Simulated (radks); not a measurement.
Question: Species: neutral tellurium. Configuration: [Kr] 4d10 5s2 5p3 6p1 (not the ground configuration). Method: Dirac Kohn-Sham, BLYP, spin-unpolarised, spherical densities, finite nucleus; open shells fill j = l - 1/2 first; Fermi nuclear charge, rms radius 4.7423 fm; computed with a radial shooting solver on a logarithmic mesh with Libxc functionals. Some entries of the table are withheld. Estimate them.

orbital  occ.  eigenvalue (hartree)  r(max) (bohr)  <1/r> (bohr^-1)
1s1/2       2             -1161.801        0.01793            55.57
2s1/2       2             -178.2618         0.1015            12.94
2p1/2       2                   (1)        0.07793            12.93
2p3/2       4                   (2)        0.08264            11.96
3s1/2       2             -35.61150         0.2928            4.601
3p1/2       2                   (3)         0.2792            4.512
3p3/2       4                   (4)         0.2898            4.274
3d3/2       4             -20.97712         0.2360            4.127
3d5/2       6             -20.58383         0.2390            4.065
4s1/2       2              -6.21071         0.7011            1.837
4p1/2       2                   (5)         0.7213            1.724
4p3/2       4                   (6)         0.7457            1.647
4d3/2       4              -1.73904         0.8056            1.381
4d5/2       6              -1.68498         0.8145            1.362
5s1/2       2              -0.71676          1.774           0.6400
5p1/2       2                   (7)          2.050              (8)
5p3/2       1                   (9)          2.135             (10)
6p1/2       1              -0.03932          7.319           0.1473
6p3/2       0              -0.03703          7.563           0.1423

Answer: 
(1) 2p1/2 eigenvalue (hartree): -167.0501
(2) 2p3/2 eigenvalue (hartree): -156.9581
(3) 3p1/2 eigenvalue (hartree): -30.99966
(4) 3p3/2 eigenvalue (hartree): -29.11923
(5) 4p1/2 eigenvalue (hartree): -4.62543
(6) 4p3/2 eigenvalue (hartree): -4.26728
(7) 5p1/2 eigenvalue (hartree): -0.38393
(8) 5p1/2 <1/r> (bohr^-1): 0.5285
(9) 5p3/2 eigenvalue (hartree): -0.35031
(10) 5p3/2 <1/r> (bohr^-1): 0.5040
